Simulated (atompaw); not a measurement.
**Before and after: PAW (atompaw) potential for Ga**

| Property | Result |
| --- | --- |
| Element | gallium |
| Generator | atompaw 4.2.0.5 |
| Type | PAW |
| Functional | PBE |
| Relativity | scalar-relativistic |
| Frozen core | [Ar] 3d10 |
| Valence charge | 3 |
| Reference configuration | 4s1.5 4p1.5 |
| Partial waves | 4s (bound): rc 2.95 bohr; 4s channel at 1.85 Ry: rc 1.70 bohr; 4p (bound): rc 2.95 bohr; 4p channel at 0.45 Ry: rc 2.95 bohr; 4d channel at -0.15 Ry: rc 2.95 bohr; 4d channel at 1.05 Ry: rc 2.95 bohr |
| Local potential | bessel scheme, radius 2.55 bohr |
| Core correction | smooth core density matched at 1.65 bohr |
| Augmentation charge | sinc compensation charge, radius 2.45 bohr; PAW radius 2.95 bohr; waves and projectors: custom polynom2 7 10 vanderbiltortho |

Change: all radii scaled by about 1.12 (s 3.30, p 3.30, d 3.30 bohr); local potential bessel scheme, radius 2.86 bohr; augmentation sinc compensation charge, radius 2.74 bohr; PAW radius 3.30 bohr; waves and projectors: custom polynom2 7 10 vanderbiltortho; core correction smooth core density matched at 1.86 bohr.

Cutoffs: the cutoffs (Ry, on a coarse ladder) from which the occupation-weighted sum of valence levels, in a spherical-Bessel basis at the reference potential, stays within 10 and 1 mRy of its value at 400 Ry; they do not see the model core or the augmentation charge, which bear on the density cutoff.

What does the change do?

The potential gets softer (8 Ry and 18 Ry → 6 Ry and 15 Ry); neither file shows a bound ghost. A larger radius leaves more room for a smooth pseudo-wave, so fewer plane waves are needed.

```
                            quantity                    base                 changed
                       cutoff, loose                    8 Ry                    6 Ry
                       cutoff, tight                   18 Ry                   15 Ry
                        bound ghosts                    none                    none
lowest overlap eigenvalue by channel  s 0.83, p 0.86, d 1.00  s 0.78, p 0.86, d 1.00
```

 The cutoffs see the waves, projectors and local potential, not the compensation charge or the core.
